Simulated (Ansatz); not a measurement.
Born–Oppenheimer molecular dynamics of AlH$_{10}$N$_{2}$PSi (15 atoms, charge 0, multiplicity 1). It starts from a rough guess of a transition structure, not a stationary point.

Computed with Ansatz, UKS r2SCAN/STO-3G.

* ensemble: NVE (velocity Verlet)
* time step: 0.5 fs
* steps asked: 105
* starting velocities drawn for: 1000 K
* seed: 517583

First frame:

```xyz
15
Properties=species:S:1:pos:R:3
Al -0.716 0.120 -0.515
Si 1.895 -0.564 -0.268
N -1.678 -1.319 -0.903
N -0.847 1.787 -1.101
H 0.442 -0.041 0.801
P -0.709 0.450 2.129
H 2.858 0.516 -0.001
H 2.370 -1.681 0.568
H 2.208 -0.999 -1.642
H -1.478 -2.255 -0.574
H -2.589 -1.323 -1.344
H -1.038 2.099 -2.044
H -0.767 2.602 -0.509
H 0.304 1.269 2.591
H -0.254 -0.661 2.814
```

Question: What does the run give?

Answer: All steps were run.

* steps done: 105
* time covered: 52.5 fs
* mean temperature over the second half: 1756 K
* spread of the potential energy over the second half: 30.8 meV per atom
* mean potential energy of the second half above the start: -84.5 meV per atom

The conserved energy stayed within 0.58 meV per atom of its start (net change 0.13 meV per atom), so the integration is sound. The system heated up, since it started high on the potential surface and ran downhill. A run of 0.052 ps of so small a system gives no equilibrium averages. The orbitals stay closed-shell, which can raise the energy where a bond breaks towards radicals; this wasn't checked here. Limits of this set-up: minimal basis.

Question: What happens to the structure?

Answer: The step under study would form Al1–P6, Si2–H5 and break Al1–Si2, H5–P6. These pairs go: Al1–P6 2.66 → 3.22 Å, Si2–H5 1.88 → 5.43 Å, Al1–Si2 2.71 → 2.29 Å, H5–P6 1.82 → 1.52 Å. In the last frame they stand as before the step (other bonds may differ from the relaxed reactants and products). Also parted: Al1–H5 1.76 → 4.65 Å. It ends as AlH7N2Si + H3P. Pairs count as bonded within 1.25 times the sum of covalent radii (0.12 Å more for H–H). This is one draw of velocities; another would differ in detail.

Question: How do temperature and energy run in time?

Answer: 
```tsv
time (fs)	T (K)	potential energy less start (eV)	conserved less start (meV/atom)
0.0	1000	0.000	0.00
1.5	939	0.106	0.27
3.0	896	0.177	0.16
4.5	845	0.264	0.28
6.0	866	0.228	0.18
7.5	871	0.217	0.01
9.0	741	0.440	0.33
10.5	816	0.316	0.43
12.0	1145	-0.246	-0.15
13.5	1182	-0.305	0.05
15.0	1055	-0.086	0.39
16.5	1133	-0.218	0.32
18.0	1365	-0.612	0.14
19.5	1576	-0.965	0.18
21.0	1722	-1.216	-0.16
22.5	1582	-0.975	0.23
24.0	1590	-0.984	0.45
25.5	1917	-1.545	-0.25
27.0	1887	-1.492	-0.13
28.5	1565	-0.943	0.41
30.0	1491	-0.820	0.30
31.5	1599	-1.006	0.06
33.0	1621	-1.041	0.10
34.5	1563	-0.946	0.09
36.0	1491	-0.819	0.37
37.5	1610	-1.024	0.03
39.0	1657	-1.104	-0.02
40.5	1518	-0.867	0.16
42.0	1410	-0.683	0.40
43.5	1584	-0.977	0.32
45.0	1953	-1.601	0.01
46.5	2155	-1.943	-0.14
48.0	2072	-1.797	0.27
49.5	2133	-1.900	0.25
51.0	2288	-2.168	-0.25
52.5	2098	-1.844	0.13
```

The run took 12 min on 1 CPU thread of a shared host.
